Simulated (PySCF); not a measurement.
A calculated (LC-wPBE, PySCF 2.14, x2c-TZVPPall with one added diffuse shell each of s, p, d, f type, the spin-free X2C one-electron Hamiltonian (Gaussian nucleus)) atom or ion has these occupied shells.

| shell | electrons | orbital energy (eV) | rms radius, mean of both spins (bohr) |
| --- | --- | --- | --- |
| 1s α | 1 | -78148.9 | 0.0194 |
| 1s β | 1 | -78148.9 | 0.0194 |
| 2s α | 1 | -13734.9 | 0.0782 |
| 2s β | 1 | -13734.8 | 0.0782 |
| 2p α | 3 | -11955.6 | 0.0715 |
| 2p β | 3 | -11955.5 | 0.0715 |
| 3s α | 1 | -3234.1 | 0.200 |
| 3s β | 1 | -3234.1 | 0.200 |
| 3p α | 3 | -2713.0 | 0.202 |
| 3p β | 3 | -2713.0 | 0.202 |
| 3d α | 5 | -2124.3 | 0.184 |
| 3d β | 5 | -2124.3 | 0.184 |
| 4s α | 1 | -701.27 | 0.441 |
| 4s β | 1 | -701.21 | 0.441 |
| 4p α | 3 | -529.29 | 0.470 |
| 4p β | 3 | -529.23 | 0.470 |
| 4d α | 5 | -314.12 | 0.503 |
| 4d β | 5 | -314.05 | 0.503 |
| 5s α | 1 | -109.29 | 1.01 |
| 5s β | 1 | -108.82 | 1.01 |
| 4f α | 7 | -77.789 | 0.571 |
| 4f β | 7 | -77.687 | 0.571 |
| 5p α | 3 | -64.077 | 1.18 |
| 5p β | 3 | -63.374 | 1.18 |
| 5d α | 5 | -12.548 | 1.83 |
| 5d β | 4 | -11.902 | 1.83 |
| 6p α | 1 | -4.397 | 4.65 |

(1) Name the element and its charge.

## Answers

(1) Pt (platinum, neutral), in [Xe] 4f14 5d9 6p1, one real determinant (an excited configuration).
